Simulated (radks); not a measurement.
The numbers below are computed, except where a source is named.
Task: Ionisation of Se, [Ar] 3d10 4s2 4p4, to Se+, [Ar] 3d10 4s2 4p3, under several functionals. Dirac Kohn-Sham, spin-unpolarised, spherical densities, finite nucleus; open shells are shared between the two j in proportion to 2j + 1; a radial shooting solver on a logarithmic mesh with Libxc functionals. Known Delta-SCF values: exchange-only PBE 9.948 eV. What does LDA (Slater exchange, Perdew-Wang correlation) give, and what is its highest occupied eigenvalue?

Result: 11.008 eV by Delta-SCF; the 4p3/2 eigenvalue is -6.530 eV. NIST: 9.752 eV (measured).

Beside tabulated values, note that spin-unpolarised runs miss the spin-polarisation part of the exchange energy of open shells.
